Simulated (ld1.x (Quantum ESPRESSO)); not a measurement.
# PBE RRKJ dataset for magnesium, non-relativistic all-electron reference.

| Item | Value |
| --- | --- |
| Element | Mg (Z = 12) |
| Generator | ld1.x (Quantum ESPRESSO) 7.5 |
| Type | norm-conserving RRKJ (Kleinman–Bylander form) |
| Functional | PBE |
| Relativity | non-relativistic |
| Frozen core | [Ne] |
| Valence charge | 2 |
| Reference configuration | 3s1 3p0 (charge +1) |
| Partial waves | 3s (bound): rc 2.55 bohr; 3p (bound, empty): rc 1.85 bohr |
| Local potential | the p channel |
| Core correction | none |

Poles of the logarithmic derivatives, all-electron (AE) and pseudo (PS). s: poles at 0.5 (AE) and 0.5 (PS) Ry. p: poles at 1.3 (AE) and 1.0, 4.7 (PS) Ry. Test radius 2.74 bohr.

- Cutoffs needed: 8 Ry and 12 Ry (the cutoffs (Ry, on a coarse ladder) from which the occupation-weighted sum of valence levels, in a spherical-Bessel basis at the reference potential, stays within 10 and 1 mRy of its value at 400 Ry) The cutoffs count occupied waves only; the empty 3p level needs 15 Ry at the loose tolerance.
- Ghost test: ghost state, extra bound levels that the all-electron valence spectrum of the same l lacks: s at -309.7 eV; a true bound ghost makes a file unfit for plane-wave use (spherical-Bessel basis up to 400 Ry, 20 bohr box)
- Configuration tests: 1 of 5 tests not solved or not reliable
